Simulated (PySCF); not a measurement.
Molecule: `InChI=1S/C2H5ClSi2/c3-5-2-1-4/h5H2,4H3`.

Geometry:
```csv
atom,x (Å),y (Å),z (Å)
Si1,0.497,0.638,1.436
C2,-1.329,0.463,1.304
C3,-2.544,0.347,1.216
Si4,-4.359,0.172,1.090
Cl5,-5.224,0.669,2.898
H6,0.829,2.048,1.786
H7,1.001,-0.280,2.497
H8,1.113,0.283,0.126
H9,-4.703,-1.239,0.774
H10,-4.878,1.095,0.047
```

Geometry PBE0-D3(BJ)/def2-SVP throughout; GIAO in PySCF, gas phase, one conformer, non-relativistic; equivalent atoms averaged; basis pcSseg-2.

Question: How do the shifts δ (against TMS, HCl at the same level) depend on the functional? (ppm; last column core-seconds on shared hosts with different chips, so compare them loosely)

Answer: 
| functional | kind | Si4 | Si1 | C2 | C3 | Cl5 | H9/H10 | H6/H7/H8 | core-s |
| --- | --- | --- | --- | --- | --- | --- | --- | --- | --- |
| HF | Hartree–Fock | -48.4 | -85.8 | 122.0 | 118.6 | -59.4 | 4.70 | 3.99 | 43 |
| LDA | LDA | -48.0 | -109.4 | 122.5 | 124.1 | -2.2 | 5.66 | 4.49 | 33 |
| PBE | GGA | -50.1 | -103.0 | 116.4 | 118.3 | -15.1 | 5.41 | 4.33 | 48 |
| BLYP | GGA | -54.5 | -106.6 | 114.6 | 116.8 | -17.4 | 5.30 | 4.26 | 40 |
| BP86 | GGA | -50.3 | -102.2 | 115.8 | 117.5 | -18.6 | 5.40 | 4.33 | 38 |
| OPBE | GGA | -45.4 | -93.0 | 112.9 | 114.1 | -21.7 | 5.30 | 4.27 | 38 |
| KT2 | GGA | -49.4 | -99.2 | 108.0 | 110.4 | -11.7 | 5.38 | 4.33 | 47 |
| KT3 | GGA | -49.8 | -95.4 | 106.1 | 108.1 | -19.7 | 5.16 | 4.17 | 43 |
| B97-D | GGA | -51.4 | -99.5 | 111.1 | 112.7 | -26.4 | 5.22 | 4.20 | 40 |
| B3LYP | global hybrid | -51.5 | -100.8 | 117.5 | 118.2 | -27.7 | 5.14 | 4.18 | 45 |
| PBE0 | global hybrid | -47.2 | -96.3 | 119.4 | 119.4 | -28.7 | 5.19 | 4.23 | 53 |
| mPW1PW91 | global hybrid | -47.3 | -95.6 | 119.2 | 119.2 | -31.1 | 5.16 | 4.21 | 41 |
| WP04 | global hybrid | -50.5 | -90.5 | 112.5 | 112.0 | -49.8 | 4.54 | 3.67 | 35 |
| B97-2 | global hybrid | -47.9 | -94.4 | 115.7 | 115.9 | -33.3 | 5.10 | 4.16 | 39 |
| BHandHLYP | global hybrid | -49.3 | -94.3 | 120.2 | 119.2 | -39.9 | 4.93 | 4.08 | 29 |
| CAM-B3LYP | range-separated hybrid | -49.2 | -99.6 | 120.6 | 120.3 | -31.1 | 5.06 | 4.14 | 40 |
| wB97X-D | range-separated hybrid | -47.2 | -95.4 | 119.7 | 119.2 | -34.9 | 5.07 | 4.17 | 39 |
| LC-wPBE | range-separated hybrid | -43.3 | -92.3 | 125.2 | 123.4 | -43.2 | 4.96 | 4.07 | 43 |

Question: Which nucleus moves most, in ppm?

Answer: Cl5 (chlorine bonded to Si): from -59.4 ppm with HF to -2.2 ppm with LDA. The smallest spread is 0.82 ppm, at H6/H7/H8. Proton shifts span only some 12 ppm, so a few tenths of a ppm matter as much there as several ppm in carbon.
